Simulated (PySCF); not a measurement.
Geometry (Å), atoms numbered from 1 in this order:
```xyz
15

Si    0.1402   -0.0466    0.1269
N     0.0709   -0.0529    1.8580
H     0.6813   -0.6533    2.3991
H    -0.1638    0.7912    2.3645
N     1.7972   -0.1860   -0.3876
H     2.0045   -0.5336   -1.3173
H     2.4679    0.5253   -0.1179
C    -0.7422    1.5314   -0.3978
H    -0.7564    1.6266   -1.4950
H    -0.2447    2.4288    0.0051
H    -1.7869    1.5378   -0.0470
C    -0.7337   -1.5272   -0.6223
H    -1.7956   -1.5271   -0.3313
H    -0.2869   -2.4701   -0.2700
H    -0.6846   -1.5204   -1.7234
```

Geometry: PBE0-D3(BJ)/def2-SVP; GIAO shifts from PySCF 2.14, gas phase, non-relativistic, averaged over equivalent atoms.

At PBE0/pcSseg-1 (142 basis functions, 9.3 s wall time on 1 thread of an AMD EPYC 9R45 96-Core, shared host):
```json
{"atoms": "Si1", "δ (ppm)": "-7.1"}
{"atoms": "N2/N5", "δ (ppm)": "26.7"}
{"atoms": "H3/H4/H6/H7", "δ (ppm)": "0.12"}
{"atoms": "H9/H10/H11/H13/H14/H15", "δ (ppm)": "-0.03"}
{"atoms": "C8/C12", "δ (ppm)": "1.2"}
```

Chemical shifts δ = σref − σ; 29Si (σref 351.99) and 1H (σref 31.27) and 13C (σref 184.41) vs TMS; 15N (σref 265.67) against NH3, all at this level.

Problem. What do these become at wB97X-D/pcSseg-1?

Solution. 
```tsv
atoms	δ at wB97X-D/pcSseg-1	change
Si1	-6.4	+0.7
N2/N5	24.8	-1.9
H3/H4/H6/H7	0.15	+0.03
H9/H10/H11/H13/H14/H15	-0.03	+0.00
C8/C12	1.4	+0.2
```

Scale: TMS for 29Si (352.93 ppm), 1H (31.38 ppm), 13C (184.54 ppm); 15N (263.98 ppm) against NH3 (reference shieldings calculated alike).

The largest change is at N2/N5 (nitrogen bonded to Si, 2 H). Cost: 142 basis functions, 7.5 s wall time on 1 thread of an AMD EPYC 9R45 96-Core, shared host.

Experimental scales use liquid or dissolved standards, which lie at an offset from isolated NH3 (liquid NH3: subtract about 20 ppm).
